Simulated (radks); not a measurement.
Dispersion coefficients C6 (hartree bohr^6) between ground-configuration atoms and ions, from the Casimir-Polder integral (3/pi) of alpha_A(iw) alpha_B(iw). Calculated with a radial shooting solver on a logarithmic mesh with Libxc functionals: non-relativistic Kohn-Sham, exchange-only LDA, spin-unpolarised, spherical densities, point nucleus. Response by self-consistent Sternheimer equations with the Hartree and adiabatic exchange-only LDA kernel.

\begin{tabular}{lrrrrrrrr}
C6 & Be & B+ & C2+ & N3+ & O4+ & F5+ & Ne6+ & Mg8+ \\ \hline
Be & 295.1 &  &  &  &  &  &  &  \\
B+ & 89.77 & 30.11 &  &  &  &  &  &  \\
C2+ & 39.15 & 13.85 & 6.585 &  &  &  &  &  \\
N3+ & 20.58 & 7.533 & 3.662 & 2.068 &  &  &  &  \\
O4+ & 12.16 & 4.559 & 2.253 & 1.287 & 0.8081 &  &  &  \\
F5+ & 7.787 & 2.972 & 1.487 & 0.8578 & 0.5423 & 0.3659 &  &  \\
Ne6+ & 5.289 & 2.048 & 1.035 & 0.6016 & 0.3825 & 0.2593 & 0.1844 &  \\
Mg8+ & 2.766 & 1.094 & 0.5622 & 0.3306 & 0.2121 & 0.1448 & 0.1036 & 0.05876 \\
\end{tabular}

Static polarisabilities (bohr^3): Be ([He] 2s2) 47.13, B+ ([He] 2s2) 10.95, C2+ ([He] 2s2) 4.263, N3+ ([He] 2s2) 2.101, O4+ ([He] 2s2) 1.190, F5+ ([He] 2s2) 0.7387, Ne6+ ([He] 2s2) 0.4901, Mg8+ ([He] 2s2) 0.2478. The combination rule 2 Ca Cb / ((alpha_b/alpha_a) Ca + (alpha_a/alpha_b) Cb) gives 0.1035 for Ne6+-Mg8+, against 0.1036 from the integral.
